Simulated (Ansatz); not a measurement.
Isolated molecules relaxed with PBE0-D4/def2-TZVP in Ansatz; ΔE leaves out vibrations. CCSD(T)/CBS is the MP2 limit (def2-TZVPP, def2-QZVPP) plus CCSD(T) − MP2 in def2-TZVPP, frozen cores. DFT in def2-TZVPP. One conformer a species, not always the lowest.

Reaction (cleavage of the Si–Si bond): `C[SiH2][SiH2]C=N` + `C[NH][AlH2]` → `C[SiH2][N](C)[AlH2]` + `N=C[SiH3]`

| level | ΔE (kcal/mol) |
| --- | --- |
| PBE-D4 | -6.5 |
| ωB97X-V | -10.3 |
| B2PLYP | -11.3 |
| r2SCAN | -9.5 |
| HF/def2-TZVPP | -13.4 |
| CCSD(T)/def2-TZVPP | -11.4 |
| MP2/def2-QZVPP | -13.3 |
| CCSD/CBS(def2) | -11.6 |

What does CCSD(T)/CBS give? (Best estimate.)

Ansatz gave: -11.4 kcal/mol. The listed levels differ from it by 4.9, 1.1, 0.1, 1.9, -2.0, 0.0, -1.9, -0.2 kcal/mol.

Largest T1 diagnostic among the species: 0.013.

From PBE to PBE0 (25 % exact exchange), in def2-TZVPP and without D4, ΔE moves by −1.4 kcal/mol.
